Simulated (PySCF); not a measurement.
## Two-component Hartree-Fock for Ir³⁺ (iridium, charge +3)

Start: [Xe] 4f14 5d6; 5d3/2 filled at m_j = -3/2, -1/2, +1/2, +3/2; 5d5/2 filled at m_j = +3/2, +5/2. Calculated with PySCF 2.14 in x2c-TZVPall-2c: generalised Hartree-Fock with the X2C-1e Hamiltonian and a Gaussian nucleus; one run each with spin-orbit coupling (SO) switched off, then screened by Boettger's factors.

```json
{"spinor shell": "1s1/2", "electrons": "2", "ε, spin-free (eV)": "-76566.7", "ε, screened SO (eV)": "-76539.6", "weight of nominal j (screened SO)": "1.000", "rms radius, screened SO (bohr)": "0.0197"}
{"spinor shell": "2s1/2", "electrons": "2", "ε, spin-free (eV)": "-13568.7", "ε, screened SO (eV)": "-13560.0", "weight of nominal j (screened SO)": "1.000", "rms radius, screened SO (bohr)": "0.0795"}
{"spinor shell": "2p1/2", "electrons": "2", "ε, spin-free (eV)": "-11800.3", "ε, screened SO (eV)": "-12968.4", "weight of nominal j (screened SO)": "1.000", "rms radius, screened SO (bohr)": "0.0675"}
{"spinor shell": "2p3/2", "electrons": "4", "ε, spin-free (eV)": "-11800.3", "ε, screened SO (eV)": "-11335.1", "weight of nominal j (screened SO)": "1.000", "rms radius, screened SO (bohr)": "0.0752"}
{"spinor shell": "3s1/2", "electrons": "2", "ε, spin-free (eV)": "-3264.1", "ε, screened SO (eV)": "-3261.1", "weight of nominal j (screened SO)": "1.000", "rms radius, screened SO (bohr)": "0.203"}
{"spinor shell": "3p1/2", "electrons": "2", "ε, spin-free (eV)": "-2738.5", "ε, screened SO (eV)": "-2996.7", "weight of nominal j (screened SO)": "1.000", "rms radius, screened SO (bohr)": "0.195"}
{"spinor shell": "3d3/2", "electrons": "4", "ε, spin-free (eV)": "-2151.8", "ε, screened SO (eV)": "-2197.1", "weight of nominal j (screened SO)": "1.000", "rms radius, screened SO (bohr)": "0.185"}
{"spinor shell": "3d5/2", "electrons": "6", "ε, spin-free (eV)": "-2151.8", "ε, screened SO (eV)": "-2119.0", "weight of nominal j (screened SO)": "1.000", "rms radius, screened SO (bohr)": "0.189"}
{"spinor shell": "4s1/2", "electrons": "2", "ε, spin-free (eV)": "-756.37", "ε, screened SO (eV)": "-755.28", "weight of nominal j (screened SO)": "1.000", "rms radius, screened SO (bohr)": "0.450"}
{"spinor shell": "4p1/2", "electrons": "2", "ε, spin-free (eV)": "-581.03", "ε, screened SO (eV)": "-642.65", "weight of nominal j (screened SO)": "1.000", "rms radius, screened SO (bohr)": "0.456"}
{"spinor shell": "4p3/2", "electrons": "4", "ε, spin-free (eV)": "-581.03", "ε, screened SO (eV)": "-555.53", "weight of nominal j (screened SO)": "1.000", "rms radius, screened SO (bohr)": "0.490"}
{"spinor shell": "4d3/2", "electrons": "4", "ε, spin-free (eV)": "-360.99", "ε, screened SO (eV)": "-370.56", "weight of nominal j (screened SO)": "0.999", "rms radius, screened SO (bohr)": "0.507"}
{"spinor shell": "4d5/2", "electrons": "6", "ε, spin-free (eV)": "-360.99", "ε, screened SO (eV)": "-353.58", "weight of nominal j (screened SO)": "0.999", "rms radius, screened SO (bohr)": "0.519"}
{"spinor shell": "5s1/2", "electrons": "2", "ε, spin-free (eV)": "-146.76", "ε, screened SO (eV)": "-146.46", "weight of nominal j (screened SO)": "1.000", "rms radius, screened SO (bohr)": "1.05"}
{"spinor shell": "4f5/2", "electrons": "6", "ε, spin-free (eV)": "-114.36", "ε, screened SO (eV)": "-115.68", "weight of nominal j (screened SO)": "0.987", "rms radius, screened SO (bohr)": "0.586"}
{"spinor shell": "4f7/2", "electrons": "8", "ε, spin-free (eV)": "-114.36", "ε, screened SO (eV)": "-112.35", "weight of nominal j (screened SO)": "0.990", "rms radius, screened SO (bohr)": "0.586"}
{"spinor shell": "5p1/2", "electrons": "2", "ε, spin-free (eV)": "-98.231", "ε, screened SO (eV)": "-110.10", "weight of nominal j (screened SO)": "0.956", "rms radius, screened SO (bohr)": "1.15"}
{"spinor shell": "5p3/2", "electrons": "4", "ε, spin-free (eV)": "-98.231", "ε, screened SO (eV)": "-93.020", "weight of nominal j (screened SO)": "0.980", "rms radius, screened SO (bohr)": "1.23"}
{"spinor shell": "5d3/2", "electrons": "4", "ε, spin-free (eV)": "-44.126", "ε, screened SO (eV)": "-44.156", "weight of nominal j (screened SO)": "0.734", "rms radius, screened SO (bohr)": "1.64"}
{"spinor shell": "5d5/2", "electrons": "2", "ε, spin-free (eV)": "-44.126", "ε, screened SO (eV)": "-44.016", "weight of nominal j (screened SO)": "0.812", "rms radius, screened SO (bohr)": "1.65"}
```

Task: Where does 3p3/2 lie, and what is the 3p spin-orbit splitting (screened SO)?

Result: At -2633.5 eV, 363.28 eV above 3p1/2.

| quantity | spin-free | screened SO |
| --- | --- | --- |
| E (hartree) | -17812.34133 | -17837.14687 |
| M_J | 4 | 4 |
| ⟨J²⟩ | 20.018 | 20.036 |
| ⟨L²⟩ | 6.015 | 6.873 |
| ⟨S²⟩ | 6.003 | 5.699 |

Each row is a mean over spinors that exchange with the open shell spreads, by up to 8.610 eV (5p3/2).

Rows whose weight is well below 1 are mixtures of j = l ± 1/2: exchange outweighs spin-orbit coupling there, and the label is only the starting occupation.

Breit and QED terms are absent; they matter most for the inner s and p1/2 levels.

Densities and radii are taken from the X2C orbitals without a picture-change correction, which distorts them close to the nucleus.

Without spin-orbit coupling the j labels of p, d and f shells carry no meaning; the spin-free column gives the mean over the occupied spinors of each nl shell.
